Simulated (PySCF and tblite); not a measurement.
C5H4OS, numbered as in [O:1]=[CH:2][c:3]1[cH:4][cH:5][cH:6][s:7]1. Geometries PBE0-D3(BJ)/def2-SVP; weights from PBE0-D3(BJ)/def2-TZVP energies and GFN2-xTB thermal corrections, with symmetry numbers and mirror pairs. Conformers within 4 kcal/mol (GFN2-xTB free energy) were kept, 5 at most. GIAO shieldings: PBE0/pcSseg-1. Shifts are against TMS (¹H), TMS (¹³C) at the same level. Codes: tblite and PySCF.

Torsions listed: O1–C2–C3–S7.

Two conformers hold nearly all the population. I: 0°; δ(H4) = 7.52 ppm. II: 179°; δ(H4) = 8.18 ppm. The average over the ensemble at 298.15 K is 7.61 ppm.

**Question.** What populations and free-energy difference follow from a two-state model?

**Answer.** p(I) = (7.61 − 8.18)/(7.52 − 8.18) = 0.86, so K = p(II)/p(I) = 0.16 and G(II) − G(I) = −RT ln K = 1.09 kcal/mol. The weights computed directly are 86.1 % and 13.9 %.
